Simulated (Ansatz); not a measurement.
Reactions of C2H3NO2, SMILES `O=C=NCO`.

Computed with Ansatz on PBE0-D4/def2-TZVP structures; ΔE is electronic, products minus reactants. CCSD(T)/CBS adds triple-zeta CCSD(T) − MP2 to the extrapolated MP2 energy (def2 sets, frozen cores). This one scheme is used for every species, atoms too. Open shells (•) are unrestricted, without spin–orbit coupling. Spin–orbit coupling would lower the free atoms: a little for C, O. def2 core potentials past Kr. For In outer-core shells are correlated without core-valence functions, so the limit isn't a true one: a few kJ/mol of doubt a bond, and 10 to 20 or more in all where bonds break to atoms. Each species was taken in one conformer, which may not be the lowest.

Task: Order these by ΔE at CCSD(T)/CBS, lowest first. (Estimate.)
A. `O=C=NCO` → `[CH2]O`• + `[N]=C=O`•
B. `O=C=NCO` → 2 C• + 3 H• + N• + 2 O•
C. `O=C=NCO` → `N#COCO`
D. `O=C=NCO` → `OC1(O)C=N1`
E. `O=C=NCO` → `NC(=O)C=O`
F. `O=C=NCO` + `[CH3][InH2]` → `[CH3][InH][CH2]O` + `N=C=O`
G. `O=C=NCO` → `N=C1OCO1`
H. `O=C=NCO` + H–F → `O=C=NCF` + H₂O

Result: E (-5.9 kcal/mol), F (-2.1 kcal/mol), H (+1.0 kcal/mol), G (+21.9 kcal/mol), C (+24.1 kcal/mol), D (+41.7 kcal/mol), A (+96.9 kcal/mol), B (+821.2 kcal/mol).

Largest T1 diagnostic: 0.026, for `[N]=C=O`•, so its coupled-cluster energy is less sure.
